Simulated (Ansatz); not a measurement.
Reaction (substitution at a C–Zn bond): `[CH3][Zn][NH2]` + `CB[SiH2]S` → `CB[SiH2]SC` + `[NH2][ZnH]`

Computed with Ansatz on PBE0-D4/def2-TZVP structures; ΔE is electronic, products minus reactants. CBS: MP2 limit from def2 TZ/QZ plus the TZ coupled-cluster correction, frozen cores. DFT in def2-TZVPP. HSE06 is defined as in plane-wave codes. For Zn outer-core shells are correlated without core-valence functions, which leaves a few kJ/mol of doubt a bond. Scalar relativity is left out up to krypton. One conformer a species, not always the lowest.

| level | ΔE (kJ/mol) | difference from CCSD(T)/CBS |
| --- | --- | --- |
| revPBE-D4 | 31.4 | -11.3 |
| HSE06-D4 | 36.7 | -6.0 |
| BHLYP-D4 | 35.0 | -7.7 |
| ωB97M-V | 38.0 | -4.7 |
| revPBE | 40.6 | -2.1 |
| r2SCAN0 | 39.2 | -3.5 |
| CAM-B3LYP | 40.7 | -2.0 |
| CCSD/def2-SVP | 43.5 | 0.8 |
| CCSD/def2-TZVPP | 41.9 | -0.8 |
| HF/def2-QZVPP | 32.6 | -10.1 |
| CCSD(T)/CBS | 42.7 | 0 |

Largest T1 diagnostic among the species: 0.016.

Leaving LDA and LC-ωPBE aside and taking each functional with its dispersion term where it has one, the values, not all of them listed here, spread over 10.4 kJ/mol, from revPBE-D4 to B2PLYP. From BLYP to BHLYP (50 % exact exchange), in def2-TZVPP and without D4, ΔE moves by −3.3 kJ/mol. The D4 term adds −5.3 kJ/mol with B3LYP and −2.9 kJ/mol with PBE0; it sums over pairs of atoms, weighted by their polarisabilities, and B3LYP, whose exchange is more repulsive, gets the larger term.

B3LYP here is the variant with VWN-RPA as its local correlation; programs differ in this.
